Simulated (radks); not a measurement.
Results of a calculation; reference values are marked as such.
How relativity changes the ionisation of the niobium ion Nb3+ ([Kr] 4d2) to Nb4+ ([Kr] 4d1). Spin-unpolarised spherical Kohn-Sham, PBEsol, point nucleus unless stated (finite: rms radius 4.324 fm), a radial shooting solver on a logarithmic mesh with Libxc functionals. A level marked "c x" has the speed of light scaled by that factor and shares open shells by 2j + 1; other Dirac levels either fill j = l - 1/2 first or share by 2j + 1.

non-rel.: E(Nb3+) (hartree) -3751.33491; E(Nb4+) (hartree) -3749.96303; IE (eV) 37.331; HOMO 4d; <r> HOMO (bohr) 1.692
scalar-rel.: E(Nb3+) (hartree) -3815.82973; E(Nb4+) (hartree) -3814.47485; IE (eV) 36.868; HOMO 4d; <r> HOMO (bohr) 1.709
scalar-rel., finite nucleus: E(Nb3+) (hartree) -3815.78126; E(Nb4+) (hartree) -3814.42637; IE (eV) 36.868; HOMO 4d; <r> HOMO (bohr) 1.709
Dirac, 2j+1 shares: E(Nb3+) (hartree) -3816.32789; E(Nb4+) (hartree) -3814.97319; IE (eV) 36.863; HOMO 4d5/2; <r> HOMO (bohr) 1.714
Dirac, low j first: E(Nb3+) (hartree) -3816.33827; E(Nb4+) (hartree) -3814.97917; IE (eV) 36.983; HOMO 4d3/2; <r> HOMO (bohr) 1.703
Dirac, 2j+1 shares, finite nucleus: E(Nb3+) (hartree) -3816.27933; E(Nb4+) (hartree) -3814.92462; IE (eV) 36.863; HOMO 4d5/2; <r> HOMO (bohr) 1.714
Dirac, c x 0.75: E(Nb3+) (hartree) -3871.19121; E(Nb4+) (hartree) -3869.84994; IE (eV) 36.498; HOMO 4d5/2; <r> HOMO (bohr) 1.731
Dirac, c x 2: E(Nb3+) (hartree) -3767.04975; E(Nb4+) (hartree) -3765.68215; IE (eV) 37.214; HOMO 4d5/2; <r> HOMO (bohr) 1.697
Dirac, c x 3: E(Nb3+) (hartree) -3758.27758; E(Nb4+) (hartree) -3756.90761; IE (eV) 37.279; HOMO 4d5/2; <r> HOMO (bohr) 1.695

NIST Atomic Spectra Database: 37.61 eV (measured). The relativistic part of the total energy of Nb3+ is -64.94 hartree (Dirac, 2j+1 shares, finite nucleus), 1.7 % of the non-relativistic value. Spin polarisation and multiplet splitting of open shells are left out at every level.

Beside tabulated values, note that relativity, absent from the non-relativistic runs, is large for the heavy elements, and spin-unpolarised runs miss the spin-polarisation part of the exchange energy of open shells.
